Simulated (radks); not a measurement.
Trend from B3+ to Ne3+: ionisation energy by Delta-SCF between NIST ground configurations, and size. Calculated with a radial shooting solver on a logarithmic mesh with Libxc functionals: non-relativistic Kohn-Sham, PBE, spin-unpolarised, spherical densities, point nucleus.

| species | configuration | configuration of the ion | IE (eV) | NIST (eV) | kind | -e(HOMO) (eV) | outermost | <r> outermost (bohr) | r at 0.001 e/bohr^3 (bohr) |
|---|---|---|---|---|---|---|---|---|---|
| B3+ | [He] | 1s1 | 265.44 | 259.37 | theory | 231.32 (1s) | 1s | 0.327 | 1.23 |
| C3+ | [He] 2s1 | [He] | 63.854 | 64.494 | exp. | 56.080 (2s) | 2s | 1.28 | 2.46 |
| N3+ | [He] 2s2 | [He] 2s1 | 77.769 | 77.474 | exp. | 68.081 (2s) | 2s | 1.11 | 2.42 |
| O3+ | [He] 2s2 2p1 | [He] 2s2 | 76.901 | 77.414 | exp. | 64.956 (2p) | 2s | 0.978 | 2.34 |
| F3+ | [He] 2s2 2p2 | [He] 2s2 2p1 | 85.798 | 87.18 | semi-emp. | 72.759 (2p) | 2s | 0.878 | 2.26 |
| Ne3+ | [He] 2s2 2p3 | [He] 2s2 2p2 | 94.625 | 97.190 | semi-emp. | 80.547 (2p) | 2s | 0.797 | 2.18 |

Reference values: NIST Atomic Spectra Database (exp. = measured, semi-emp. = semi-empirical, theory = theoretical value adopted there). Spin polarisation and multiplet splitting are left out, so open shells lie too high by an amount that depends on their filling.

Beside tabulated values, note that spin-unpolarised runs miss the spin-polarisation part of the exchange energy of open shells.
